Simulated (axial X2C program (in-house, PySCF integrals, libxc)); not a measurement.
## VS: from the spin-free to the two-component result

Computed with an axial X2C code built on PySCF integrals. Spin-free means the one-electron spin-free X2C Hamiltonian; two-component (2c) means X2C with spin–orbit coupling and atomic mean-field two-electron Coulomb and Gaunt terms, so the difference of the two also holds small scalar two-electron terms. Basis: V dyall-cv3z [10s10p6d4f2g], S dyall-av3z [9s8p3d2f] (cores contracted in-house); Gaussian nuclei, density fitting, unrestricted open shells. Masses: V 50.944 u, S 31.972 u.

Spin-free state: M_S = 3/2, Λ = 0 (beyond evenly filled blocks: σα, δ+α, δ-α); fragments V + S.

| level | Re (Å) | ωe (cm⁻¹) | μ (D) |
| --- | --- | --- | --- |
| PBE0 | 2.043 | 557.4 | -5.71 |
| PBE50 | 2.049 | 555.0 | -7.00 |

Dipoles are positive if S is the positive end.

Two-component determinant lowest at the distance of the search:

Ω = 3/2 (⟨Sz⟩ = 1.50, ⟨Lz⟩ = 0.00 at PBE0); fragments V + S.

```tsv
level	Re (Å)	ωe (cm⁻¹)	μ (D)
PBE0	2.043	557.1	-5.71
PBE50	2.050	554.7	-7.00
```

**Question.** From the two tables, how do the constants change at the PBE0 level (2c against spin-free)?

**Answer.** At the PBE0 level Re is unchanged within 0.001 Å and ωe goes down by 0.3 cm⁻¹.

Occupations by symmetry block were frozen at the best pattern of an incomplete PBE0 search. De is not given where an atomic determinant may have missed its ground term or J level, or where the truncated virtual space spoils (T). Density functionals use the spin component along the axis (collinear). Without a current term, density functionals place determinants with orbital angular momentum somewhat too high. With several unpaired electrons one determinant need not be a pure state. This is the top spin component of a Σ state; components of lower Ω are not single determinants and can lie lower. The determinant is spin-polarised beyond a pure state at some levels (its spin-free form has ⟨S²⟩ too high), which makes Re and μ there less reliable.
